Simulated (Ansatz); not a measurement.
Two isomers of C3H5NSe: A = `[SeH]C1CC=N1`, B = `C=C/N=C\[SeH]`.

Program: Ansatz. Geometries: PBE0-D4/def2-TZVP. ΔE: electronic, gas phase. CCSD(T)/CBS adds triple-zeta CCSD(T) − MP2 to the extrapolated MP2 energy (def2 sets, frozen cores). Functionals use def2-TZVPP. For Se outer-core shells are correlated without core-valence functions, which leaves a few kJ/mol of doubt a bond. Scalar relativity is left out up to krypton. Each species was taken in one conformer, which may not be the lowest.

A:

```xyz
10

Se    1.134    1.518   -1.158
C    -0.119    0.628    0.037
C     0.457   -0.642    0.705
C    -0.693   -1.247   -0.035
N    -1.153   -0.203   -0.617
H     0.139    2.460   -1.687
H    -0.551    1.366    0.712
H     1.449   -0.948    0.362
H     0.426   -0.674    1.796
H    -1.089   -2.258   -0.116
```

B:

Z-matrix (Å, degrees):
```
C
C 1 1.330
H 1 1.084 2 121.6
H 1 1.082 2 120.3 3 177.4
N 2 1.389 1 125.1 3 -1.3
H 2 1.087 1 121.0 3 -176.2
C 5 1.255 2 122.4 1 63.0
Se 7 1.923 5 126.1 2 1.8
H 7 1.088 5 119.8 2 -178.0
H 8 1.469 7 91.7 5 169.6
```

(1) Which is lower in electronic energy at CCSD(T)/CBS, and by how much? (An estimate is asked.)

(2) Give E(B) − E(A) in kcal/mol with r2SCAN-D4, ωB97M-V, HF/def2-TZVPP, MP2/def2-TZVPP, CCSD/def2-TZVPP, PBE0-D4, B2PLYP. (Best estimate.)

Largest T1 diagnostic: 0.013.

## Answers

(1) The calculation gave: B, by 7.9 kcal/mol.

(2) Computed: r2SCAN-D4 -12.1, ωB97M-V -7.1, HF/def2-TZVPP -9.1, MP2/def2-TZVPP -6.6, CCSD/def2-TZVPP -6.8, PBE0-D4 -7.6, B2PLYP -11.3. None reverses the order clearly.

In def2-TZVPP, CCSD(T) changes the Hartree–Fock value by +1.5 kcal/mol (the triples alone add −0.8 kcal/mol) and MP2 by +2.5 kcal/mol. From PBE to PBE0 (25 % exact exchange), in def2-TZVPP and without D4, E(B) − E(A) moves by +3.6 kcal/mol.
